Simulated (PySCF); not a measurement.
**H3AsS: from structure and modes to constants**

Computed with PySCF, PBE0, basis As def2-TZVP, S def2-TZVP, H def2-TZVP (no relativity, density fitting).

The singlet minimum has C3v symmetry. Masses (u): As 74.92160, S 31.97207, H 1.00782.

```xyz
5
charge 0 multiplicity 1, angstrom
As    0.0008    0.5219    0.2471
S    -0.0021   -1.3320   -0.6306
H     0.0018    1.7271   -0.6693
H     1.1657    0.8629    1.1521
H    -1.1622    0.8660    1.1534
```

Harmonic wavenumbers (cm⁻¹): 536.2 (a1, ×1), 603.3 (e, ×2), 972.5 (a1, ×1), 983.3 (e, ×2), 2223.0 (e, ×2), 2242.3 (a1, ×1).

Q: Find the principal moments of inertia and the rotational constants. What kind of rotor is it?

A: About the centre of mass I = 5.4614, 102.06, 102.06 u Å². With B = 16.8576/I this gives 3.087, 0.1652, 0.1652 cm⁻¹. The molecule is a prolate symmetric top.

Q: What is the harmonic zero-point energy?

A: Half the sum of all 9 wavenumbers, 11370/2 = 5685 cm⁻¹, which is 68.0 kJ/mol (1 cm⁻¹ = 0.0119627 kJ/mol).

This need not be the most stable arrangement of these atoms.
